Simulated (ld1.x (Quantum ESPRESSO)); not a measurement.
## Transferability test, ultrasoft potential for Se (Z = 34)

| Quantity | Value |
| --- | --- |
| Element | Se |
| Generator | ld1.x (Quantum ESPRESSO) 7.5 |
| Type | ultrasoft |
| Functional | LDA (PZ) |
| Relativity | fully relativistic |
| Frozen core | [Ar] 3d10 |
| Valence charge | 6 |
| Reference configuration | 4s1 4p5 |
| Partial waves | 4s (bound): rcut 1.30, rcutus 1.80 bohr; 4s channel at -0.95 Ry: rcut 1.30, rcutus 1.80 bohr; 4p (bound): rcut 1.45, rcutus 1.60 bohr; 4p channel at 1.15 Ry: rcut 1.45, rcutus 1.60 bohr; 4d channel at 0.1 Ry: rcut 1.30, rcutus 1.65 bohr |
| Local potential | all-electron potential smoothed inside 1.30 bohr (lloc = -2) |
| Core correction | a·sin(br)/r model core inside 0.85 bohr |
| Augmentation charge | built from norm-conserving waves at rcut, not smoothed further |

Open shells are filled in proportion to 2j + 1 (rel_dist='average').

Energies are relative to the spin-unpolarised reference configuration 4s1 4p5; without spin polarisation the order of configurations can differ from experiment. The frozen-core shift is the all-electron ΔE with the core orbitals held at their reference shape minus the fully relaxed ΔE.

| valence configuration | charge | ΔE all-electron (eV) | error AE − PS (meV) | frozen-core shift (meV) |
| --- | --- | --- | --- | --- |
| 4s2 4p4 | 0 | -10.931 | -5.7 | +4.8 |
| 4s2 4p3 | +1 | 0.082 | -2.5 | +0.6 |
| 4s1 4p4 | +1 | 11.659 | -1.8 | +3.3 |
| 4s0 4p6 | 0 | 11.148 | -5.9 | +4.7 |
| 4s2 4p3.5 | +0.5 | -6.541 | -4.0 | +2.3 |

What are ΔE and the potential's error for 4s2 4p2?

ΔE = 20.646 eV all-electron; the error (AE − PS) is -4.6 meV.

What are ΔE and the potential's error for 4s2 4p1?

ΔE = 51.808 eV all-electron; the error (AE − PS) is -28 meV.
